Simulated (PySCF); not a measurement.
All of these have the formula C3H4F3NSi. Theory: TDDFT B3LYP/def2-SVPD, vertical, gas phase, core orbitals frozen in the response in PySCF 2.14.0, density-fitted response routines. Geometries: GFN2-xTB; one conformer of each isolated species. Triplets are in the Tamm–Dancoff approximation.

A. `N#C[SiH2]C(F)(F)CF`
B. `C(/C=N\[H])=C\[Si](F)(F)F`
C. `C[C@@H](C#N)[Si](F)(F)F`
D. `FC(F)(F)[Si@H](C#C)N`

Lowest singlet levels (six at most, fewer where fewer were computed) with oscillator strengths:

1. 3.95 eV (f 0.003); 5.99 eV (f 0.642); 6.70 eV (f 0.000); 6.85 eV (f 0.003); 7.19 eV (f 0.008); 7.34 eV (f 0.002); T1 3.29 eV
2. 6.91 eV (f 0.038); 7.08 eV (f 0.038); 7.19 eV (f 0.012); 7.57 eV (f 0.029); 7.69 eV (f 0.020); 7.84 eV (f 0.007); T1 5.87 eV
3. 7.60 eV (f 0.003); 7.86 eV (f 0.006); 7.88 eV (f 0.014); 8.16 eV (f 0.003); 8.38 eV (f 0.023); 8.80 eV (f 0.007); T1 6.41 eV
4. 5.84 eV (f 0.018); 5.98 eV (f 0.016); 6.13 eV (f 0.004); 6.27 eV (f 0.005); 6.59 eV (f 0.009); 7.22 eV (f 0.015); T1 4.95 eV

Question: Which spectrum belongs to which structure?

Answer: 1 = B, 2 = A, 3 = C, 4 = D.
- A: S1 at 6.91 eV, HOMO→LUMO (54%), HOMO-1→LUMO (18%), HOMO→LUMO+1 (18%); Löwdin shares by element: HOMO fluorine 29% or more, carbon 22% or more, silicon 14% (atoms not listed hold the other 34%); LUMO silicon 28%, carbon 25% or more, nitrogen 23%, hydrogen 7% or more (atoms not listed hold the other 17%); HOMO -9.09 and LUMO -1.28 eV.
- B: S1 at 3.95 eV, HOMO→LUMO (99%); Löwdin shares by element: HOMO nitrogen 63%, carbon 21% or more, hydrogen 8% or more; LUMO carbon 62%, nitrogen 22% (atoms not listed hold the other 16%); HOMO -7.96 and LUMO -2.76 eV; point group Cs, 1 of its 6 listed states under f = 0.0005.
- C: S1 at 7.60 eV, HOMO→LUMO (47%), HOMO→LUMO+2 (19%), HOMO-1→LUMO+1 (13%); Löwdin shares by element: HOMO carbon 41% or more, nitrogen 38%, silicon 7%; LUMO carbon 36%, silicon 23% (atoms not listed hold the other 41%); HOMO -9.47 and LUMO -0.66 eV.
- D: S1 at 5.84 eV, HOMO→LUMO (68%), HOMO-1→LUMO (17%); Löwdin shares by element: HOMO nitrogen 62%, carbon 16% or more, silicon 8%; LUMO carbon 44% or more, silicon 23%, nitrogen 8% (atoms not listed hold the other 25%); HOMO -7.92 and LUMO -1.01 eV.
